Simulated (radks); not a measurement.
Ni XIV, configuration [He] 2s2 2p4 3s2 3p3 4f2 (not the ground configuration).

Method: non-relativistic Kohn-Sham, PBE, spin-polarised, spherical densities, point nucleus; open shells are filled with parallel spins first; computed with a radial shooting solver on a logarithmic mesh with Libxc functionals.

Energy parts (eV):
total: -36677.680
kinetic: 36664.311
electron-nucleus: -80401.184
Hartree: 8292.025
exchange-correlation: -1232.832

Orbitals (lengths in bohr, moments of r in powers of bohr; r(90%) holds 90 % of the orbital's charge):
| orbital | occ. | eigenvalue (eV) | r(90%) |
|---|---|---|---|
| 1s up | 1 | -8752.950 | 0.0976 |
| 1s down | 1 | -8740.531 | 0.0974 |
| 2s up | 1 | -1503.022 | 0.369 |
| 2s down | 1 | -1484.553 | 0.370 |
| 2p up | 3 | -1400.414 | 0.336 |
| 2p down | 1 | -1377.634 | 0.338 |
| 3s up | 1 | -491.7600 | 0.893 |
| 3s down | 1 | -476.6344 | 0.900 |
| 3p up | 3 | -456.0482 | 0.887 |
| 3p down | 0 | -440.6519 | 0.895 |
| 4f up | 2 | -175.0259 | 1.65 |
| 4f down | 0 | -165.8164 | 1.69 |

The highest occupied level is 4f up at -175.03 eV. The configuration is held as typed, so some empty levels lie below it. Virial ratio -V/T = 2.00036.
